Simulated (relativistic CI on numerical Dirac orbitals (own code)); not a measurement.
## V⁴⁺ in a cubic cluster: 3p photoemission with charge transfer

Computed with a charge-transfer multiplet model of a cubic metal-ligand cluster with up to 2 ligand holes, Slater and spin-orbit integrals from Dirac-Coulomb-Breit ions, Slater integrals scaled by 0.8. The ground state mixes d1 with configurations of k ligand holes L, whose averages lie at kΔ + k(k − 1)U_dd/2; a core hole lowers each added d electron by U_cd. 300 K, Lorentzian 0.9 eV and Gaussian 0.8 eV FWHM.

Atomic integrals in eV (Slater integrals scaled, ζ unscaled), ground: F2dd 8.057, F4dd 5.049, zeta_d 0.029; with the core hole: F2dd 8.057, F4dd 5.049, zeta_d 0.033, zeta_core 0.604, F2cd 9.897, G1cd 12.128, G3cd 7.527. Where a configuration has fewer than two d electrons, the dd integrals are those of d2.

Cluster parameters (eV): U_dd = 4.9, U_cd = 6.3, 10Dq = 1.65, 10Dq(ligand) = 0.6, V(eg) = 2.2, V(t2g) = -0.98, final-state hopping factor = 0.8.

```
       Case   n_d    d1   d2L  d3L2     S
Δ = -0.3 eV  1.92  0.25  0.57  0.18  0.50
 Δ = 1.7 eV  1.72  0.39  0.51  0.11  0.50
 Δ = 4.7 eV  1.44  0.60  0.36  0.04  0.50
```

Weights, n_d and S are thermal averages at 300 K. Binding energies count from the first peak over 30 % of the highest in each spectrum, which can be another peak from case to case. The parameters are a model scan and need not match a compound or its usual spin state. Peaks in eV (height, largest 100):
- Δ = -0.3 eV: 0.0 (100), 3.0 (59), 10.0 (35), 14.9 (16)
- Δ = 1.7 eV: 0.0 (83), 1.2 (100), 4.6 (56), 8.3 (28), 11.2 (36), 15.3 (15)
- Δ = 4.7 eV: 0.0 (90), 1.3 (100), 2.7 (86), 7.7 (42), 11.0 (33), 17.8 (7)

Curve for Δ = 4.7 eV (points under 2 left out, the grid thinned):

(E (eV), Intensity): (-4.1, 3.1), (-3.5, 4.1), (-2.8, 6.0), (-2.2, 9.2), (-1.5, 19.5), (-0.9, 47.8), (-0.3, 85.7), (0.4, 87.4), (1.0, 97.2), (1.6, 94.5), (2.3, 83.3), (2.9, 84.2), (3.6, 61.5), (4.2, 54.0), (4.8, 50.5), (5.5, 44.8), (6.1, 42.1), (6.8, 39.8), (7.4, 42.0), (8.0, 41.7), (8.7, 37.0), (9.3, 31.7), (9.9, 28.7), (10.6, 31.7), (11.2, 32.7), (11.9, 24.0), (12.5, 17.0), (13.1, 13.2), (13.8, 11.9), (14.4, 10.2), (15.1, 7.3), (15.7, 5.8), (16.3, 4.7), (17.0, 5.1), (17.6, 6.8), (18.3, 6.1), (18.9, 4.5), (19.5, 4.3), (20.2, 4.5), (20.8, 3.3), (21.4, 2.4), (22.1, 2.4), (22.7, 2.4), (25.0, 2.2), (25.6, 2.1)

For the case Δ = 1.7 eV, Δ = 1.7 eV is smaller than U_dd = 4.9 eV, the charge-transfer side of the Zaanen-Sawatzky-Allen scheme. With the core hole the configuration with one ligand hole lies at Δ − U_cd = -6.6, -4.6, -1.6 eV from the one without, in the order of the table; where this is negative the screened configuration lies lower, though the effective hopping of about 3.7 eV (from the holes of the mixed ground state) mixes the two strongly wherever it is as large as the gap.

With at most 2 ligand holes the space is cut while the next configuration still counts, so covalency is underestimated, and a final configuration with one more ligand hole, which can lie low, is missing from the spectra.
